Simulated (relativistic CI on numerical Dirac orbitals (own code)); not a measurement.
Electric-dipole lines of Nb³⁶⁺

Calculated at this level of theory: Dirac-Coulomb-Breit CI, KLI orbitals optimised for each configuration, a model potential for QED, unscaled Slater integrals (own radial code, finite nucleus).

Configurations in the expansion (outside the closed core 1s2): 2s2 2p, 2s 2p2, 2p3, 2p2 3s, 2p2 3p, 2p2 3d, 2s2 3s, 2s2 3p, 2s2 3d, 2s 2p 3s, 2s 2p 3p, 2s 2p 3d, 2s2 4s, 2s2 4p, 2s2 4d, 2s2 4f, 2s 2p 4s, 2s 2p 4p, 2s 2p 4d, 2s 2p 4f, 2s2 5s, 2s2 5p, 2s2 5d, 2s2 5f, 2s2 5g, 2s 3s2, 2s 3s 3p, 2s 3s 3d, 2s 3p2, 2s 3p 3d, 2s 2p 5s, 2s 2p 5p, 2p 3s2, 2s 2p 5d, 2s 2p 5f, 2s 2p 5g. Levels of other configurations are missing.

```
λ vac (Å)                  Lower                   Upper   A (s⁻¹)        gf  Branching (%)
   4.2626     2s2 2p 2P°_1/2 [1]      2s2 3d 2D_3/2 [22]  1.33e+14  1.45e+00           85.9
   4.2762      2s 2p2 2D_3/2 [6]   2s 2p 3d 2F°_5/2 [72]  1.50e+14  2.47e+00           92.1
   4.2843      2s 2p2 4P_1/2 [2]   2s 2p 3d 4D°_1/2 [36]  2.03e+14  1.12e+00           94.6
   4.2847      2s 2p2 4P_1/2 [2]   2s 2p 3d 4D°_3/2 [35]  1.28e+14  1.41e+00           78.5
   4.2957      2s 2p2 4P_5/2 [5]   2s 2p 3d 4D°_7/2 [55]  1.19e+14  2.63e+00           90.8
   4.2973      2s 2p2 4P_5/2 [5]   2s 2p 3d 4D°_5/2 [54]  8.62e+13  1.43e+00           57.4
   4.3204       2p3 2D°_5/2 [13]     2p2 3d 2F_7/2 [119]  1.50e+14  3.35e+00           99.8
   4.4114     2s2 2p 2P°_3/2 [3]      2s2 3d 2D_5/2 [24]  1.36e+14  2.39e+00          100.0
   4.4212      2s 2p2 2D_5/2 [8]   2s 2p 3d 2F°_7/2 [63]  1.76e+14  4.12e+00           92.5
   4.4309      2s 2p2 4P_5/2 [5]   2s 2p 3d 4F°_7/2 [38]  1.06e+14  2.49e+00           99.7
   4.4384      2s 2p2 2D_5/2 [8]   2s 2p 3d 2D°_5/2 [59]  9.12e+13  1.62e+00           84.2
   4.4398       2p3 2D°_3/2 [12]     2p2 3d 2D_5/2 [103]  1.07e+14  1.90e+00           69.4
   4.4420     2s 2p2 2P_3/2 [10]   2s 2p 3d 2D°_5/2 [78]  1.78e+14  3.17e+00           96.9
   4.4648       2p3 2D°_5/2 [13]     2p2 3d 2F_7/2 [102]  1.74e+14  4.17e+00           99.9
   4.4744      2s 2p2 2D_3/2 [6]   2s 2p 3d 2F°_5/2 [40]  9.71e+13  1.75e+00           85.2
   4.4754       2p3 2P°_3/2 [15]     2p2 3d 2D_5/2 [123]  1.55e+14  2.80e+00           92.5
   13.127     2s2 3d 2D_3/2 [22]    2s2 4f 2F°_5/2 [131]  2.46e+13  3.81e+00           89.9
   13.225  2s 2p 3d 4F°_9/2 [53]  2s 2p 4f 4G_11/2 [184]  2.69e+13  8.45e+00           99.9
   13.234     2s2 3d 2D_5/2 [24]    2s2 4f 2F°_7/2 [132]  2.65e+13  5.56e+00           97.8
   13.363  2s 2p 3d 4F°_7/2 [38]   2s 2p 4f 4G_9/2 [156]  2.62e+13  7.02e+00           98.1
```

Terms are leading LS components. Brackets give the number of a level in order of energy, since labels repeat. The list gives strong lines, with weight on those to low levels, without lines whose two gauges differ by over a factor of 2.5, among the lowest 309 of 358 levels, so that lines to higher ones, which can be the strongest, are missing. Levels whose partners in the same complex of configurations lie outside the list can be far off, and so can their lines. Rates are taken at the computed energies, electric ones in the length gauge.

At this charge energies of transitions that change n are usually good to better than 1 %, and those within a shell (Δn = 0) to a few per cent.

LS names give the leading component of a level, which can be under half, so a name can repeat, a term be missing and a line seem to break the LS rules.
